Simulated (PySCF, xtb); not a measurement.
ReO₃Br, SMILES [Re](=[O])(=[O])([Br])=[O], multiplicity 1.

GFN2-xTB run with xtb 6.7.1 at its own geometry gives an orbital gap of 2.93 eV and a dipole moment of 0.12 D.

Geometry optimised at B3LYP-D3(BJ)/def2-SVP. The spin state was assumed, not searched. The def2 effective core potentials stand for the cores of Re; spin–orbit coupling is left out.

Question: What does PySCF with PBE/def2-TZVP give? (An estimate is asked for; the answer gives what the named calculation found.)

Answer: gap 4.24 eV (levels -8.41 and -4.17 eV), dipole 1.99 D.
